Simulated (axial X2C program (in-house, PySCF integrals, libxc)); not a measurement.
**Low determinants of ZrP⁻ at the PBE0 level, with spin–orbit coupling**

Computed with an in-house relativistic program for diatomic molecules. Two-component (2c) means X2C with spin–orbit coupling and atomic mean-field two-electron Coulomb and Gaunt terms. Basis: Zr dyall-acv3z [12s13p10d6f3g], P dyall-av3z [9s8p3d2f] (cores contracted in-house); Gaussian nuclei, density fitting, unrestricted open shells. Masses: Zr 89.905 u, P 30.974 u.

Search at 2.197 Å (vertical energies from the lowest determinant):

```json
{"ΔE (eV)": "0.00", "state": "Ω = 0", "electrons beyond evenly filled partner blocks": "none", "electrons in ±ω = 1/2, 3/2, 5/2, 7/2": "40 14 2 0"}
{"ΔE (eV)": "0.41", "state": "Ω = 1", "electrons beyond evenly filled partner blocks": "ω = -1/2, ω = 3/2", "electrons in ±ω = 1/2, 3/2, 5/2, 7/2": "39 15 2 0"}
{"ΔE (eV)": "0.48", "state": "Ω = 3", "electrons beyond evenly filled partner blocks": "ω = 1/2, ω = 5/2", "electrons in ±ω = 1/2, 3/2, 5/2, 7/2": "39 14 3 0"}
{"ΔE (eV)": "0.86", "state": "Ω = 2", "electrons beyond evenly filled partner blocks": "ω = 1/2, ω = 3/2", "electrons in ±ω = 1/2, 3/2, 5/2, 7/2": "39 15 2 0"}
{"ΔE (eV)": "0.89", "state": "Ω = 2", "electrons beyond evenly filled partner blocks": "ω = -1/2, ω = 5/2", "electrons in ±ω = 1/2, 3/2, 5/2, 7/2": "39 14 3 0"}
{"ΔE (eV)": "1.14", "state": "Ω = 1", "electrons beyond evenly filled partner blocks": "2 × ω = 1/2", "electrons in ±ω = 1/2, 3/2, 5/2, 7/2": "40 14 2 0"}
{"ΔE (eV)": "1.79", "state": "Ω = 4", "electrons beyond evenly filled partner blocks": "ω = 3/2, ω = 5/2", "electrons in ±ω = 1/2, 3/2, 5/2, 7/2": "38 15 3 0"}
```

Lowest determinant, Ω = 0 (closed shell): Re = 2.195 Å, ωe = 540.1 cm⁻¹.

The determinant in row 2 of the search, Ω = 1 (⟨Sz⟩ = -1.00, ⟨Lz⟩ = 2.00 at PBE0), was followed along the bond at PBE0; measured from the minimum of the lowest determinant it gives:

Te = 0.379 eV (3061 cm⁻¹), Re = 2.247 Å, ωe = 487.1 cm⁻¹.

Question: Compare the bond of the determinant in row 2 with that of the lowest one.

Answer: At PBE0 its Re is 0.052 Å longer and its force constant, which goes as ωe², is 0.81 times that of the lowest determinant. T0 ≈ Te + Δωe/2 = 3061 + (-26) = 3035 cm⁻¹.

The search compares states at one distance, so a state with another bond length can lie lower; it is not exhaustive and yields mostly the lowest determinant of each block pattern, so other components and higher states of one pattern are missing. These are energies of single determinants, not of spin-adapted states; PBE0 term energies can be off by some tenths of an eV, and the functional has no current term. Open-shell Ω = 0 determinants with evenly filled partner blocks cannot be reached by this program, so the Ω shown need not be the lowest component. The lowest determinant need not be the ground state where others lie within half an eV. For an anion, determinants above electron detachment are held by the basis set. Row 2 has a positive highest level at its minimum.
